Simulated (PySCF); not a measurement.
Another site gives an ion 58128.57 eV lower (`O[SiH2]Br`) at the level CAM-B3LYP-D3(BJ)/def2-TZVPD (PySCF).

Excitations are Tamm–Dancoff values on a coarser integration grid.

Cartesian coordinates (Å):
```xyz
10

C      1.4696    -1.0446    -0.2860
S     -0.3464    -1.1591    -0.3482
Si    -0.8675     0.8793    -0.0129
O     -2.3697     0.9470     0.6398
H      1.7986    -0.5351     0.6166
H      1.8483    -2.0633    -0.2749
H      1.8628    -0.5351    -1.1622
H     -0.9539     1.6765    -1.2484
H      0.1797     1.4415     0.8723
H     -2.5619     0.4052     1.4085
```
Charge 0, spin multiplicity 1.

Question: Estimate the LUMO, total energy and S1–T1 gap (TDA) that CAM-B3LYP-D3(BJ)/def2-TZVPD (PySCF) returns for this input.

Answer: 
```json
{
 "LUMO": "0.31 eV",
 "total_energy": "-21898.13 eV",
 "S1–T1 gap (TDA)": "0.38 eV"
}
```
